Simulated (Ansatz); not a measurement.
Diatomic NiH, multiplicity 2 (the spin of the measured ground state). No spin–orbit coupling. Ni is treated without relativity.

D_e counts from the fitted minimum to each atom's lowest state at the same level, without counterpoise.

Correlated levels freeze the inner cores; with def2 sets outer-core shells near the valence are correlated too.

The values were computed with Ansatz (a first-principles code) with Gaussian orbitals. 

| level | bond energy D_e (kcal/mol) |
|---|---|
| SVWN5/def2-TZVPP | 78.63 |
| r2SCAN/def2-TZVPP | 67.55 |
| B3LYP/def2-TZVPP | 65.54 |
| PBE0/def2-TZVPP | 61.63 |
| BHLYP/def2-TZVPP | 54.14 |
| CAM-B3LYP/def2-TZVPP | 65.67 |
| wB97M-V/def2-TZVPP | 67.98 |
| CCSD/def2-TZVPP | [?] |
| CCSD/def2-QZVPP | 61.21 |

### Question
Some entries are withheld; supply them.

### Answer

- CCSD/def2-TZVPP, bond energy D_e (kcal/mol): 59.00
